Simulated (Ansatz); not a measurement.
Calculated with Ansatz (gas phase, PBE0-D4/def2-TZVP geometries, no zero-point term in ΔE). CCSD(T)/CBS adds triple-zeta CCSD(T) − MP2 to the extrapolated MP2 energy (def2 sets, frozen cores). Functionals use def2-TZVPP. B3LYP here is the variant with VWN-RPA as its local correlation; programs differ in this. Elements past krypton have def2 core potentials. For Hf outer-core shells are correlated without core-valence functions, which leaves a few kJ/mol of doubt a bond. Each species was taken in one conformer, which may not be the lowest.

`F[SiH2]S[SiH2]Cl` + `[NH2][Hf]([NH2])([OH])[F]` → `O[SiH2]S[SiH2]Cl` + `[NH2][Hf]([NH2])([F])[F]`  (redistribution)

| level | ΔE (kJ/mol) | difference from CCSD(T)/CBS |
| --- | --- | --- |
| B3LYP-D4 | -18.1 | -6.3 |
| ωB97X-V | -18.3 | -6.5 |
| B2PLYP | -14.5 | -2.7 |
| PBE0 | -18.3 | -6.5 |
| HF/def2-TZVPP | -11.9 | -0.1 |
| SCS-MP2/def2-TZVPP | -12.0 | -0.2 |
| CCSD/def2-TZVPP | -12.3 | -0.5 |
| HF/def2-QZVPP | -11.0 | 0.8 |
| MP2/def2-QZVPP | -11.2 | 0.6 |
| HF/CBS(def2) | -10.8 | 1.0 |
| CCSD(T)/CBS | -11.8 | 0 |

Largest T1 diagnostic among the species: 0.015.
